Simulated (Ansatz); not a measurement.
System: C$_{2}$H$_{9}$Si$_{2}$ (charge 0, doublet). It need not be the lowest isomer of its formula. 
Geometry from a B3LYP-D3(BJ)/def2-TZVP (Ansatz, a program for electronic structure) optimisation:
```
Si
C 1 1.8886
H 2 1.0907 1 111.38
H 2 1.0920 3 108.13 1 122.04
H 2 1.0945 3 108.04 4 116.41
C 1 1.8886 2 110.35 3 179.98
H 6 1.0907 1 111.38 2 -179.98
H 6 1.0920 7 108.13 1 -122.04
H 6 1.0945 7 108.04 8 -116.41
Si 1 2.3385 2 112.57 3 -53.33
H 10 1.4845 1 109.88 2 57.61
H 10 1.4845 11 108.47 1 -120.14
H 10 1.4902 11 107.60 12 -116.12
```
Charge 0, spin multiplicity 2.

Atomisation energy built up term by term with Ansatz (kcal/mol; UHF references for open shells; valence terms freeze the core; atomic spin-orbit terms are left out). CBS marks a two-point X^-3 extrapolation of the correlation energy; Hartree-Fock from the larger set.

```csv
term,basis,kcal/mol
Hartree-Fock,cc-pV(Q+d)Z,807.20
CCSD correlation,"CBS(cc-pV(T+d)Z,cc-pV(Q+d)Z)",230.44
(T),"CBS(cc-pV(T+d)Z,cc-pV(Q+d)Z)",11.21
core correlation,cc-pwCVTZ,2.09
scalar relativity (X2C),cc-pVTZ-DK against cc-pVTZ,-1.59
sum: De,,1049.3
```

(T) makes 1.1 % of the CCSD(T) atomisation energy; under 5 % is typical of single-reference molecules.
